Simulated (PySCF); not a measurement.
Boron: a sound run and one with changed settings

Sound run: B⁺ [He] 2s2, B²⁺ [He] 2s1. Computed with PySCF 2.14 in def2-TZVP (5s3p2d1f, 31 functions), with no relativity, point nucleus. In the sound run the correlated levels freeze 1s2. The sound run starts from symmetry-adapted Hartree-Fock orbitals and uses a fine grid where one is needed.

Changed run: basis STO-3G. This setting is unsound on purpose.

```tsv
species	method	sound run (hartree)	changed run (hartree)	converged
B⁺	UHF	-24.23683	-23.94847	yes
B⁺	MN15	-24.32553	-23.88889	yes
B⁺	r2SCAN	-24.31467	-24.02159	yes
B⁺	MP2	-24.27227	-23.97788	yes
B⁺	CCSD(T)	-24.29629	-24.00944	yes
B²⁺	UHF	-23.37541	-23.09922	yes
B²⁺	MN15	-23.42440	-23.00569	yes
B²⁺	r2SCAN	-23.42337	-23.14212	yes
```

Ionisation energy of B⁺:

```
 method  sound run (eV)  changed run (eV)
    UHF          23.441            23.109
   MN15          24.521            24.033
 r2SCAN          24.254            23.932
    MP2          24.405            23.909
SCS-MP2          24.598            24.070
   CCSD          25.059            24.768
CCSD(T)          25.059            24.768
  CCSDT          25.059            24.768
    FCI          25.059            24.768
```

A minimal basis cannot let orbitals breathe on ionisation and holds almost no correlation.

For comparison, NIST gives 25.155 eV between the lowest levels.
